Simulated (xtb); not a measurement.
BF$_{3}$ (SMILES FB(F)F), singlet, from a rough starting geometry.

The xtb input:
```
$ xtb mol.xyz --gfn 2 --opt vtight --json

# file mol.xyz
4

B      0.04341890    -0.02664457     0.03459377
F     -0.03670545     1.34182219    -0.01779408
F      1.13694904    -0.66337954    -0.01384630
F     -1.13287505    -0.64181388    -0.01921693
```

What does this run give for the HOMO-LUMO gap, total energy at the end of the optimisation, dipole moment?


The HOMO-LUMO gap is 8.30 eV. The total energy at the end of the optimisation comes out as -15.5745 Eh and the dipole moment is 0.00 D.
